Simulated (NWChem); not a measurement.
Molecule: CH$_{4}$Cd; SMILES [CH3][CdH]

Program: NWChem. Medium grid unless said otherwise, to which SCAN and Minnesota functionals are sensitive. Coordinates come from a PBE0/def2-SVP optimisation. def2 effective core potentials on Cd; no spin-orbit coupling. Hybrids' shares of exact exchange are those that their runs print; pure functionals count as 0. The functionals differ in more than this share.

```
row              share of exact exchange  highest occupied level (eV)
---------------  -----------------------  ---------------------------
PBE/def2-SVP                        0.00                        -6.12
BP86/def2-SVP                       0.00                        -6.23
B3LYP/def2-SVP                      0.20                        -7.03
MN15/def2-SVP                       0.44                        -7.87
M05-2X/def2-SVP                     0.56                     withheld
```

### Question
Fit a straight line of the last column on the one before it, predict the withheld value, and compare with the run.

### Answer

1. Means of the 4 shown rows: x = 0.160, y = -6.813. Slope Σ(x − x̄)(y − ȳ)/Σ(x − x̄)² = -0.5088/0.1312 = -3.878; intercept -6.192.
2. The shown rows scatter about the line by 0.053 (root mean square); the largest residual is +0.07, at PBE/def2-SVP.
3. At x = 0.56 (M05-2X/def2-SVP; beyond the shown range) the line gives -8.36.
4. The run gives -8.33, +0.03 from the line, 0.6 times the scatter.
